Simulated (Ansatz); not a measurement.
Breaking the N4–H6 bond in CH6BN (SMILES BNC) (multiplicity 1 held, fragments rigid). Energies count from the point at 1.009 Å.
Geometry at that point (charge 0, multiplicity 1):
```xyz
9

B     -0.174     0.169     1.360
H     -1.047     0.516     2.096
H      0.905    -0.150     1.760
N     -0.421     0.138    -0.002
C      0.505    -0.252    -1.053
H     -1.332     0.407    -0.344
H      0.678     0.567    -1.756
H      0.130    -1.110    -1.617
H      1.457    -0.526    -0.602
```

R- and RO- levels are restricted; in cc, def2 and unpolarised 6-31G sets they are followed outwards from rest. Active spaces are followed from a long bond inwards. Curves can end on different states.

Correlated levels freeze the cores.

The values were computed with Ansatz (Gaussian basis) for Hartree–Fock, density functionals and correlated methods. Each number belongs to the level named beside it.

### Question
Predict the energy at R = 3.230 Å from R-MP2/cc-pVDZ.

### Answer
603 kJ/mol

Doubts at one or more of the structures used: a restricted determinant that unrestricted orbitals would lower (R-MP2/cc-pVDZ).

Ansatz is an electronic-structure program.
